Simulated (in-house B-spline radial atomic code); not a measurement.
# RPA and G0W0 on TPSS: Zn2+

Configuration [Ar] 3d10, mean-field start TPSS. Computed with an all-electron radial atomic-structure program (B-spline basis): all electrons, scalar-relativistic (spin-free one-electron X2C), finite nucleus, each spin shell either full or empty, empty states to l = 9 with an (l + 1/2)⁻⁴ tail; G0W0 by contour deformation at full frequency.

Command:
```bash
python run_gw.py task.json out
```
Settings (radii: box in bohr, nucleus in fm):
```
Z                        30
electrons                28
configuration            [Ar] 3d10
hamiltonian              x2c
method                   tpss,tpss
lmax                     9
rms_radius               3.9283
spin_polarised           False
box_radius               17.55
intervals                70
```

Run time, properties included: 2.7 s on 1 thread of Arm Neoverse N1 (shared host).

Energies (hartree):

```tsv
term	value
mean-field total	-1794.95997
Hartree-Fock functional on these orbitals	-1793.38753
direct second order	-2.6497
second-order exchange	0.75217
SOSEX correction	0.66933
```

What is the RPA correlation energy, and what remains with SOSEX?

RPA gives -2.1586 hartree (-2.1 eV per electron); RPA + SOSEX gives -1.4892, and the second-order doubles -1.8975 hartree (no singles). RPA lacks exchange-type terms and so overcorrelates at short range.

Quasi-particle levels (eV):

| level | occupied | mean field | Σx - vxc | Σc | QP weight | G0W0 |
| --- | --- | --- | --- | --- | --- | --- |
| 3d | yes | -30.69 | -12.20 | ? | ? | ? |
| 4s | no | -22.563 | 5.91 | -1.60 | 0.968 | -18.253 |

G0W0 = mean field + (Σx - vxc) + Σc, with Σc (partial-wave tail included) taken at the quasi-particle energy. Only the outer levels were computed. Levels of low weight are left out.

Where does G0W0 put 3d?

At -39.69 eV, with Σc = 3.20 eV and a quasi-particle weight of 0.750. The tabulated removal energy is 39.723 eV (NIST, measured); the calculation leaves out spin-orbit coupling, Breit and QED terms, and what these don't explain is the method's own error.
